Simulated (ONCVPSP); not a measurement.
**Plane-wave convergence, ONCV potential for manganese**

| Property | Result |
| --- | --- |
| Element | manganese (Mn) |
| Generator | ONCVPSP 4.0.1 |
| Type | optimised norm-conserving Vanderbilt (ONCV) |
| Functional | PBE |
| Relativity | scalar-relativistic |
| Frozen core | [Ne] |
| Valence charge | 15 |
| Reference configuration | 3s2 3p6 3d5.5 4s1.5 |
| Partial waves | 3s+4s: rc 1.40 bohr, ncon 5, nbas 9, qcut 7.4 1/bohr, 2 projectors; 3p: rc 1.35 bohr, ncon 3, nbas 6, qcut 10 1/bohr, 1 projector; 3d: rc 1.55 bohr, ncon 4, nbas 8, qcut 11.7 1/bohr, 1 projector |
| Local potential | polynomial inside 1.35 bohr (lpopt 5, dvloc0 0 Ha) |
| Core correction | polynomial model core, fcfact 0.4 |

**Question.** For each optimised wave give the share of its norm inside rc, the residual kinetic energy above qcut (Ha) and the cutoffs (Ha) for errors of 10, 1, 0.1 and 0.01 mHa per electron.

**Answer.**

```json
{"wave": "3s", "norm inside rc": "0.939", "residual KE": "3.7e-04", "10 mHa": "16.4", "1 mHa": "24.1", "0.1 mHa": "75.5", "0.01 mHa": "117.4"}
{"wave": "4s", "norm inside rc": "0.036", "residual KE": "1.0e-04", "10 mHa": "6.2", "1 mHa": "19.6", "0.1 mHa": "27.4", "0.01 mHa": "74.4"}
{"wave": "3p", "norm inside rc": "0.881", "residual KE": "5.5e-08", "10 mHa": "23.3", "1 mHa": "30.1", "0.1 mHa": "36.1", "0.01 mHa": "41.0"}
{"wave": "3d", "norm inside rc": "0.724", "residual KE": "6.3e-07", "10 mHa": "37.8", "1 mHa": "45.9", "0.1 mHa": "52.7", "0.01 mHa": "58.1"}
```

The occupied waves need 46 Ha and 76 Ha for 1 and 0.1 mHa. 1 of 4 tests not solved or not reliable.
